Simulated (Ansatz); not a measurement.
A nudged elastic band was laid between two geometries of CH₅FOSi₂ (10 atoms, charge 0, multiplicity 1).

All numbers below come from UKS PBE/def2-SVP (Ansatz 0.2.0).

```yaml
movable_images: 7
climbing_image: yes
spring: 5.0 eV/Å²
optimiser: quadratic models (default)
start_path: through a guess of the saddle point
force_threshold: 0.05 eV/Å
iteration_limit: 60
end_points: relaxed
```

First end point:

```xyz
10
Properties=species:S:1:pos:R:3
F -2.012 -0.643 1.076
C -1.556 0.614 0.774
O -0.406 0.987 1.480
Si 0.009 0.839 -0.222
Si 1.326 -1.035 -0.693
H -2.400 1.336 0.827
H 0.333 2.162 -0.856
H 1.397 -1.236 -2.183
H 0.673 -2.220 -0.041
H 2.721 -0.856 -0.159
```

Last end point:

```xyz
10
Properties=species:S:1:pos:R:3
F -1.666 -0.596 0.491
C -1.276 0.667 0.168
O -0.291 1.123 1.168
Si 0.290 1.147 -0.876
Si 1.272 -1.050 -0.669
H -2.170 1.328 0.191
H -0.562 1.984 1.546
H 0.597 -1.957 -1.675
H 1.154 -1.685 0.694
H 2.736 -1.013 -1.036
```

Task: Which bonds break or form, and what moves?

Result: Bonds broken: Si4–H7. Bonds formed: O3–H7.

Task: What energy profile does the band end with?

Result: The forces met the threshold. The highest image is number 5 of 0 to 8, 200.5 kJ/mol above the first end and 81.9 kJ/mol above the last; the last end lies 118.7 kJ/mol above the first. Neighbouring images differ by up to 1.4 eV, so the band resolves the path poorly. The order of the stationary point at the top wasn't checked. The orbitals were unrestricted but ended closed-shell.

| image | path coordinate (Å) | energy (kJ/mol) | Si4–H7 (Å) | O3–H7 (Å) |
| --- | --- | --- | --- | --- |
| 0 | 0.00 | 0.0 | 1.50 | 2.72 |
| 1 | 0.85 | 0.9 | 1.50 | 2.72 |
| 2 | 1.69 | 1.9 | 1.50 | 2.72 |
| 3 | 2.54 | 2.2 | 1.50 | 2.71 |
| 4 | 3.38 | 62.2 | 1.48 | 2.18 |
| 5 | 4.23 | 200.5 | 1.63 | 1.32 |
| 6 | 4.68 | 153.9 | 2.01 | 1.01 |
| 7 | 5.13 | 127.6 | 2.37 | 0.98 |
| 8 | 5.58 | 118.7 | 2.70 | 0.98 |

Task: What is the geometry of the highest image?

Result: 
```xyz
10
Properties=species:S:1:pos:R:3
F -1.715 -0.648 0.258
C -1.447 0.703 0.321
O -0.687 1.008 1.422
Si 0.286 1.163 -0.460
Si 1.291 -1.009 -0.650
H -2.396 1.268 0.209
H 0.207 1.881 1.002
H 0.494 -1.865 -1.599
H 1.360 -1.676 0.698
H 2.690 -0.877 -1.197
```

Time of the run: 4.9 min on 2 threads of Intel(R) Xeon(R) 6975P-C (Granite Rapids), with other jobs on the host, peak memory 0.2 GiB.
